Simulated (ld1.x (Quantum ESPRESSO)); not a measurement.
# Ba (Z = 56), TM: configuration errors across variants

* Element: barium (Ba)
* Generator: ld1.x (Quantum ESPRESSO) 7.5
* Type: norm-conserving Troullier–Martins (Kleinman–Bylander form)
* Functional: PBEsol
* Relativity: fully relativistic
* Frozen core: [Kr] 4d10 5s2
* Valence charge: 8
* Reference configuration: 5p6 5d0 6s2 6p0
* Partial waves: 5p (bound): rc 2.90 bohr; 5d (bound, empty): rc 2.60 bohr; 6s (bound): rc 3.75 bohr
* Local potential: the s channel
* Core correction: Bessel-smoothed model core inside 1.45 bohr

Open shells are filled in proportion to 2j + 1 (rel_dist='average').

All-electron excitation energies from the reference (eV): (1) 5p6 5d0 6s1 6p0 5.380; (2) 5p6 5d0 6s0 6p0 15.272; (3) 5p6 5d0 6s1.5 6p0 2.146; (4) 5p6 5d0 6s0 6p2 4.157; (5) 5p6 5d0 6s0 6p1 7.968; (6) 5p6 5d0 6s1 6p1 2.044; (7) 5p5 5d0 6s2 6p0 23.352.

Tests that are not counted but printed errors over 1 eV. “local potential the p channel”: 5p6 5d0 6s0 6p2 (solver errors, printed error -6.8 eV); 5p5 5d0 6s2 6p0 (solver errors, printed error -6.8 eV); 2 more.

6 further variants failed, have other tests or another functional or relativity, and are left out.

A true bound ghost makes a file unfit for plane-wave use even where its test errors are small: the radial tests pick states by their node count and pass the ghost by. Where a test does run into it, the solver fails or the error is huge.

The file “local potential the p channel” misses its own reference levels by 1.4 eV.

Errors AE − PS in meV (a dash: test not solved or not reliable):

| change | (1) | (2) | (3) | (4) | (5) | (6) | (7) | bound ghosts |
| --- | --- | --- | --- | --- | --- | --- | --- | --- |
| base | +2.8 | -5.2 | +0.7 | -648 | -484 | -284 | -187 | none |
| wave 5d (bound): rc 2.60 bohr becomes 5d (bound): rc 3.44 bohr | +2.8 | -5.2 | +0.7 | -648 | -484 | -284 | -187 | none |
| core correction Bessel-smoothed model core inside 2.22 bohr | +2.8 | -5.1 | +0.7 | -648 | -484 | -284 | -184 | none |
| local potential the p channel | +0.5 | -0.8 | 0.0 | – | – | – | – | p1/2 (extra level of the local part), s |
| all radii but the core radius scaled by about 1.13 (s 4.24, p 3.28, d 2.94 bohr) | +2.7 | -6.4 | +0.7 | -647 | -484 | -283 | -198 | none |

Give the same row for: wave 5p (bound): rc 2.90 bohr becomes 5p (bound): rc 2.20 bohr.

+2.8, -4.9, +0.7, -653, -488, -286, -153; bound ghosts: none.
